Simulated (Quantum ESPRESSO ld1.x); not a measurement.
Values are calculated unless marked as measured or tabulated.
The mean radii <r> (bohr) of the occupied orbitals of an atom or ion are listed with their occupations. Level of theory: scalar-relativistic Kohn-Sham, LDA (Slater exchange, Perdew-Wang correlation), spin-polarised, spherical densities, point nucleus (ld1.x of Quantum ESPRESSO 7.5).

orbital  occ.      <r>
1s up       1  0.02974
1s down     1  0.02974
2s up       1   0.1286
2s down     1   0.1286
2p up       3   0.1122
2p down     3   0.1122
3s up       1   0.3492
3s down     1   0.3492
3p up       3   0.3476
3p down     3   0.3476
3d up       5   0.3246
3d down     5   0.3246
4s up       1   0.8476
4s down     1   0.8476
4p up       3   0.9217
4p down     3   0.9216
4d up       5    1.181
4d down     5    1.181
5s up       1    2.497
5s down     1    2.488
6s up       1    7.536

Name the element and its charge. Open shells, if any, are filled with parallel spins first.

Answer. Z = 49, indium, charge 0: In in [Kr] 4d10 5s2 6s1. The 1s radius gives Z: for a bare nucleus <r> = (2 gamma + 1)/(2Z) with gamma = sqrt(1 - (Z/c)^2), 0.02926 bohr for Z = 49, and screening makes it slightly larger (0.02974 here). The occupations add up to 49, and the charge is Z minus that.
